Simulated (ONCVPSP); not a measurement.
## vanadium: one change to an ONCV potential, before and after

ONCVPSP 4.0.1 input, shortened (lines: element, Z, core and valence counts, functional; n l f; lmax; l rc ep ncon nbas qcut; lloc lpopt rc5 dvloc0; l nproj debl; icmod fcfact rcfact), PBEsol, fully relativistic:

```
  V 23.00    3    4  -116133      upf
    1    0    2.00
    2    0    2.00
    2    1    6.00
    3    0    2.00
    3    1    6.00
    3    2    3.00
    4    0    1.50
    2
    0    1.25    0.00    3    6   12.10
    1    1.45    0.00    3    7   10.80
    2    1.25    0.00    5    9   10.60
    4    5    1.15    6.00
    0    2    0.90
    1    2    2.20
    2    2    2.80
    0    0.00    0.00
```

Open shells are filled in proportion to 2j + 1.

Change: d: rc 0.92; local potential polynomial inside 0.92 bohr (lpopt 5, dvloc0 6 Ha).

Cutoffs: the cutoffs (Ha) at which the residual kinetic energy of the hardest occupied pseudo-wave falls to 1 and 0.1 mHa per electron; they do not see the model core or the augmentation charge, which bear on the density cutoff. Errors are all-electron minus pseudo energies relative to the spin-unpolarised reference configuration.

Q: Predict the effect on cutoff, ghosts and configuration errors.

A: The potential gets harder (52 Ha and 108 Ha → 288 Ha and 348 Ha); the errors of the 4 common tests hardly move; neither file shows a bound ghost. A smaller radius makes the pseudo-wave follow the all-electron one further in, where it bends more sharply, so more plane waves are needed.

```tsv
quantity	base	changed
cutoff, loose	52 Ha	288 Ha
cutoff, tight	108 Ha	348 Ha
loose cutoff by channel	s 40 Ha, p 24 Ha, d 52 Ha	s 40 Ha, p 24 Ha, d 288 Ha
bound ghosts	none	none
GHOST(+) flags under 300 eV	none	none
error for 3s2 3p6 3d3 4s2, meV [ΔE -3.10 eV]	0.0	0.0
error for 3s2 3p6 3d3 4s1, meV [ΔE 4.65 eV]	+0.1	+0.1
error for 3s2 3p6 3d3 4s0, meV [ΔE 18.85 eV]	+1.0	+0.9
error for 3s2 3p6 3d3 4s0 4p2, meV [ΔE 3.78 eV]	+0.2	0.0
s: phases at 1.27 bohr within 0.05 rad from the reference energy up to (Ha; the scan ends near 5)	to the end of the scan	to the end of the scan
p3/2: phases at 1.47 bohr within 0.05 rad from the reference energy up to (Ha; the scan ends near 5)	to the end of the scan	to the end of the scan
p1/2: phases at 1.47 bohr within 0.05 rad from the reference energy up to (Ha; the scan ends near 5)	to the end of the scan	to the end of the scan
```

Base: These tests converged, but a pseudo level misses the all-electron one widely, so the file describes the atom poorly there or has found another state: 3s2 3p6 3d3 4s0 4p2: empty 4s by 11.4 eV. Changed file: These tests converged, but a pseudo level misses the all-electron one widely, so the file describes the atom poorly there or has found another state: 3s2 3p6 3d3 4s0 4p2: empty 4s by 11.4 eV.
